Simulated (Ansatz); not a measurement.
`[CH3][Ge]([OH])([OH])[OH]` + `[CH3][Sn]([F])([F])[SiH3]` → `[OH][Ge]([OH])([OH])[SiH3]` + `[CH3][Sn]([CH3])([F])[F]`  (redistribution)

Calculated with Ansatz (gas phase, PBE0-D4/def2-TZVP geometries, no zero-point term in ΔE). CCSD(T)/CBS is the MP2 limit (def2-TZVPP, def2-QZVPP) plus CCSD(T) − MP2 in def2-TZVPP, frozen cores. Functionals use def2-TZVPP. def2 core potentials past Kr. For Ge, Sn outer-core shells are correlated without core-valence functions, which leaves a few kJ/mol of doubt a bond. Scalar relativity is left out up to krypton. Each species was taken in one conformer, which may not be the lowest.

`[CH3][Ge]([OH])([OH])[OH]`:

```xyz
11

C     1.455   -0.607   -0.496
Ge   -0.236    0.098    0.080
O    -0.401    0.028    1.844
O    -1.590   -0.811   -0.616
O    -0.430    1.793   -0.404
H     1.628   -1.574   -0.023
H     1.451   -0.730   -1.579
H     2.253    0.080   -0.214
H    -0.658    0.882    2.202
H    -2.207   -1.087    0.066
H    -1.265    1.929   -0.860
```

`[CH3][Sn]([F])([F])[SiH3]`:

```xyz
11

C    -1.612   -0.731   -1.134
Sn   -0.440    0.046    0.451
F    -1.366    1.633    1.026
F    -0.733   -1.157    1.926
Si    2.060    0.621    0.478
H    -2.630   -0.844   -0.762
H    -1.225   -1.701   -1.444
H    -1.603   -0.042   -1.977
H     2.316    1.654   -0.557
H     2.403    1.130    1.827
H     2.829   -0.609    0.166
```

`[OH][Ge]([OH])([OH])[SiH3]`:

```xyz
11

O    -1.418   -1.060   -0.927
Ge   -0.403   -0.125    0.194
O    -1.361    1.283    0.704
O    -0.162   -1.135    1.636
Si    1.662    0.516   -0.799
H    -2.290   -0.664   -1.010
H    -1.602    1.213    1.632
H    -0.653   -1.959    1.562
H     1.386    1.471   -1.900
H     2.332   -0.697   -1.329
H     2.509    1.158    0.236
```

`[CH3][Sn]([CH3])([F])[F]`:

Z-matrix (Å, degrees):
```
C
Sn 1 2.114
H 1 1.089 2 107.8
H 1 1.089 2 110.0 3 119.5
H 1 1.090 2 110.0 3 -119.5
C 2 2.114 1 127.1 3 -179.9
F 2 1.922 1 106.1 3 -54.3
F 2 1.922 1 106.1 3 54.6
H 6 1.089 2 110.0 1 60.6
H 6 1.089 2 107.8 1 -179.9
H 6 1.089 2 110.0 1 -60.4
```

Q: Is it downhill or uphill in electronic energy at CCSD(T)/CBS, and by how much? (Estimate.)

A: Computed: Uphill: ΔE = +5.3 kcal/mol.

Q: What do these levels give: ωB97M-V, B2PLYP, r2SCAN, PBE0, MP2/def2-TZVPP, SCS-MP2/def2-TZVPP? (Estimate.)

A: The calculation gave: ωB97M-V 5.7, B2PLYP 5.5, r2SCAN 5.8, PBE0 5.9, MP2/def2-TZVPP 5.6, SCS-MP2/def2-TZVPP 5.5 kcal/mol.

Largest T1 diagnostic among the species: 0.014.

In def2-TZVPP, CCSD(T) changes the Hartree–Fock value by −1.2 kcal/mol (the triples alone add −0.3 kcal/mol) and MP2 by −1.0 kcal/mol.
